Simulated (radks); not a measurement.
Ionisation of neutral zinc, [Ar] 3d10 4s2, to [Ar] 3d10 4s1 as the strength of local exchange is varied. Method: scalar-relativistic Kohn-Sham, Slater X-alpha exchange (alpha = 2/3 is LDA exchange), no correlation, spin-polarised, spherical densities, point nucleus; computed with a radial shooting solver on a logarithmic mesh with Libxc functionals.

alpha  E(Zn) (hartree)  exchange (hartree)  IE (eV)  -e of the level emptied (eV)  <r> of it (bohr)
0.667      -1790.69768           -66.08293    8.669                    5.194 (4s)             2.685
0.768      -1800.74248           -76.54752    9.330                    5.878 (4s)             2.616
0.8        -1803.93755           -79.88784    9.544                    6.101 (4s)             2.595
0.911      -1815.06721           -91.56672   10.301                    6.901 (4s)             2.525
1.024      -1826.47173          -103.60237   11.097                    7.754 (4s)             2.458

NIST Atomic Spectra Database: 9.394 eV (measured). The Delta-SCF value meets it near alpha = 0.78.
